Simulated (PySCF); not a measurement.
Compound: BrH5SeSi2.
SMILES: `[SiH3][Se][SiH2]Br`

Computed with MP2 and CCSD/aug-cc-pVDZ in PySCF, restricted Hartree–Fock reference, 28 core orbitals frozen, non-relativistic, gas phase, PBE0-D3(BJ)/def2-SVP geometry.

E(HF) = -5553.07447 Eh.

**Question.** How large is the problem?

**Answer.** 171 basis functions and 102 electrons; 28 orbitals frozen, which leaves o = 23 correlated occupied and v = 120 virtual orbitals. That is o·v = 2760 singles and o·v(o·v + 1)/2 = 3810180 distinct closed-shell doubles amplitudes before symmetry; the costliest CCSD step grows as o²v⁴ = 1.1 × 10^11.

**Question.** What are the MP2 and CCSD correlation energies?

**Answer.** MP2 -0.4938 Eh and CCSD -0.5499 Eh, which gives totals of -5553.56831 and -5553.62440 Eh. That is 0.325 eV for each correlated electron at CCSD (1444 kJ/mol in all, 0.010 % of the total energy); MP2 gives 89.8 % of the CCSD value.

**Question.** What is the T1 diagnostic?

**Answer.** 0.0092, below the customary warning level of 0.02. It is the norm of the spatial-orbital singles amplitudes over the root of the number of correlated electrons, so the norm is 0.062.

**Question.** How does correlation change the dipole moment?

**Answer.** HF gives 1.10 D and CCSD (unrelaxed density) 0.93 D, a change of -0.17 D; the two vectors are 6° apart.

Connected triples and the basis-set limit are missing.

The job also held the EOM ionisation roots. Hardware: Arm Neoverse V2, one thread, no GPU, on a shared host. Cost: 8.2 min, 3.0 GiB resident at most.

The values belong to the conformer `[SiH3:1][Se:2][SiH2:3][Br:4]`: Si1–Se2–Si3–Br4 -56°.
